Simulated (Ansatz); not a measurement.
Reaction (hydrogenolysis of a C–B bond): `BCN=C=C` + H₂ → `C=C=NC` + BH₃

Gas-phase electronic energies from Ansatz, PBE0-D4/def2-TZVP geometries. CCSD(T)/CBS adds triple-zeta CCSD(T) − MP2 to the extrapolated MP2 energy (def2 sets, frozen cores). This one scheme is used for every species. Functionals use def2-TZVPP. B3LYP here is the variant with VWN-RPA as its local correlation; programs differ in this. Each species was taken in one conformer, which may not be the lowest.

```json
{"level": "LDA (SPW92)", "ΔE (kJ/mol)": "6.4", "difference from CCSD(T)/CBS": "18.7"}
{"level": "B3LYP-D4", "ΔE (kJ/mol)": "-11.8", "difference from CCSD(T)/CBS": "0.5"}
{"level": "r2SCANh-D4", "ΔE (kJ/mol)": "-7.2", "difference from CCSD(T)/CBS": "5.1"}
{"level": "BHLYP-D4", "ΔE (kJ/mol)": "-18.8", "difference from CCSD(T)/CBS": "-6.5"}
{"level": "PBE", "ΔE (kJ/mol)": "-5.9", "difference from CCSD(T)/CBS": "6.4"}
{"level": "BLYP", "ΔE (kJ/mol)": "-15.1", "difference from CCSD(T)/CBS": "-2.8"}
{"level": "B3LYP", "ΔE (kJ/mol)": "-17.9", "difference from CCSD(T)/CBS": "-5.6"}
{"level": "MP2/def2-SVP", "ΔE (kJ/mol)": "-14.0", "difference from CCSD(T)/CBS": "-1.7"}
{"level": "SCS-MP2/def2-QZVPP", "ΔE (kJ/mol)": "-16.3", "difference from CCSD(T)/CBS": "-4.0"}
{"level": "MP2/CBS(def2)", "ΔE (kJ/mol)": "-8.3", "difference from CCSD(T)/CBS": "4.0"}
{"level": "CCSD(T)/CBS", "ΔE (kJ/mol)": "-12.3", "difference from CCSD(T)/CBS": "0"}
```

Largest T1 diagnostic among the species: 0.014.

The D4 term adds +6.1 kJ/mol with B3LYP and +3.4 kJ/mol with PBE0; it sums over pairs of atoms, weighted by their polarisabilities, and B3LYP, whose exchange is more repulsive, gets the larger term. Leaving LDA and LC-ωPBE aside and taking each functional with its dispersion term where it has one, the values, not all of them listed here, spread over 18.2 kJ/mol, from BHLYP-D4 to revPBE-D4. LDA lies +12.3 kJ/mol from PBE without D4.
